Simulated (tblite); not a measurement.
C6H6N2.
Cartesian coordinates in Å at the GFN2-xTB level; atoms count from 1:
```
atom  x, y, z in Å
C1    -1.772   -0.445   -0.234
N2    -0.394   -0.239    0.113
C3     0.301   -0.922    1.047
C4     1.599   -0.467    1.066
C5     1.701    0.536    0.098
C6     0.449    0.659   -0.485
C7     0.036    1.522   -1.502
N8    -0.305    2.234   -2.338
H9    -2.151    0.431   -0.760
H10   -1.884   -1.317   -0.885
H11   -2.364   -0.605    0.668
H12   -0.170   -1.682    1.639
H13    2.384   -0.817    1.706
H14    2.570    1.110   -0.157
```

Computed geometry: GFN2-xTB, gas phase.

Take the most abundant isotopes and a rigid rotor. 

Question: What are A, B and C (cm⁻¹)?

Answer: Ia = 135.08, Ib = 251.49, Ic = 383.39 u·Å²; 505379 MHz·u·Å²/I gives 3741, 2010 and 1318 MHz, that is A = 0.12480, B = 0.06703, C = 0.04397 cm⁻¹.

Question: Classify the top.

Answer: An asymmetric top: κ = (2 × 2010 − 3741 − 1318)/(3741 − 1318) = -0.43.

Question: What does the inertial defect say?

Answer: Not planar: Δ = Ic − Ia − Ib = -3.18 u·Å². For a rigid frame Δ = −2 Σ m c², so Σ m c² = 1.59 u·Å² lies off the ab plane, practically all of it from hydrogen. The atom farthest from that plane is 1.02 Å away.

Question: Give the other two planar moments, Paa and Pbb, and the rms extents of the mass along the axes.

Answer: Paa = Σ m a² = (Ib + Ic − Ia)/2 = 249.90 and Pbb = Σ m b² = (Ia + Ic − Ib)/2 = 133.49 u·Å². With the mass M = 106.05 u, the rms extents √(P/M) along a, b and c are 1.54, 1.12, 0.12 Å.

Question: Where do the levels up to J = 2 lie, in K?

Answer: Above 0(0,0), as E/k:
J = 1: 1(0,1) 0.160, 1(1,1) 0.243, 1(1,0) 0.276
J = 2: 2(0,2) 0.471, 2(1,2) 0.529, 2(1,1) 0.629, 2(2,1) 0.878, 2(2,0) 0.886
The levels of one J sum to (2J + 1)J(J + 1)(A + B + C)/3.

Its lowest GFN2-xTB frequency is 16i cm⁻¹, too small to tell a flat minimum from a shallow saddle. Constants of a rigid frame at the computed geometry: no zero-point averaging, no centrifugal distortion.

Time: 0.19 s wall. Hardware: one thread, Intel Xeon at 2.60 GHz (x86_64) (shared host). That covers the optimisation of the geometry.
